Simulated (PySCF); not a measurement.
## `InChI=1S/C5H11NSe/c1-4-5(3-7)2-6-4/h4-7H,2-3H2,1H3/t4-,5-/m0/s1`

Geometry:
```csv
atom,x (Å),y (Å),z (Å)
C1,-0.818,-1.751,-0.719
C2,-0.745,-0.500,0.135
N3,-1.748,0.516,-0.208
C4,-0.745,1.580,-0.211
C5,0.367,0.517,-0.196
C6,1.461,0.700,0.826
Se7,2.549,-0.932,1.059
H8,-0.884,-1.478,-1.768
H9,0.069,-2.359,-0.559
H10,-1.696,-2.334,-0.457
H11,-0.728,-0.776,1.200
H12,-2.525,0.625,0.433
H13,-0.803,2.212,-1.100
H14,-0.735,2.218,0.681
H15,0.791,0.345,-1.187
H16,1.049,0.897,1.819
H17,2.137,1.513,0.555
H18,2.993,-0.988,-0.316
```

Computed with GIAO B97-2/pcSseg-1 magnetisability, rotational g tensor and spin-rotation constants, non-relativistic, gas phase in PySCF 2.14.0. Geometry: GFN2-xTB.

The calculation is non-relativistic, which matters for the atoms heavier than Zn.

Q: How diamagnetic is it, and how anisotropic?

A: Isotropic -1516 × 10⁻³⁰ J/T², or -91.3 × 10⁻⁶ cm³/mol; principal values -1638, -1538, -1373 × 10⁻³⁰ J/T², anisotropy 232 × 10⁻³⁰ J/T² (root of half the summed squared differences of the principal values). The susceptibility is in cgs units.

Q: Split it along the inertial axes a, b, c into diamagnetic and paramagnetic parts about the centre of mass, with the quadrupole moment.

A: 
| axis | χ (10⁻⁶ cm³/mol) | diamagnetic (10⁻⁶ cm³/mol) | paramagnetic (10⁻⁶ cm³/mol) | summed x² of all electrons (Å²) | quadrupole Θ (D Å) |
| --- | --- | --- | --- | --- | --- |
| a | -95.2 | -491.6 | 396.5 | 292.1 | -8.68 |
| b | -94.9 | -1352.8 | 1258.0 | 89.1 | +1.92 |
| c | -83.9 | -1617.4 | 1533.5 | 26.8 | +6.76 |

Anisotropies 2χaa − χbb − χcc = -11.6 and 2χbb − χaa − χcc = -10.7 × 10⁻⁶ cm³/mol. Θ is traceless in Buckingham's convention.

Q: And the rotational g tensor?

A: 
```
axis  rotational constant (GHz)        g  nuclear part  electronic part
   a                     3.5261  -0.0034        0.6533          -0.6568
   b                     0.8865  -0.0036        0.5203          -0.5239
   c                     0.7487  -0.0079        0.5315          -0.5394
```
Asymmetric top; isotopes 12C, 1H, 14N, 80Se; no vibrational averaging.
